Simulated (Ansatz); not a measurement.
Harmonic frequencies (cm⁻¹) at PBE0-D4/def2-TZVP from Ansatz: 52, 106, 173, 320, 399, 478, 530, 554, 580, 611, 628, 669, 930, 944, 950, 1004, 1015, 1259, 1471, 2186, 2240, 2259, 3869, 3914.

Each molecule was computed in one conformer, which needn't be the lowest.

Task: Which molecule is it?
A. `F[Si](F)(F)S[Si](F)(F)F`
B. `[SiH3][S][GeH3]`
C. `C=CS[SiH3]`
D. `OB(O)S[SiH3]`

Result: D.
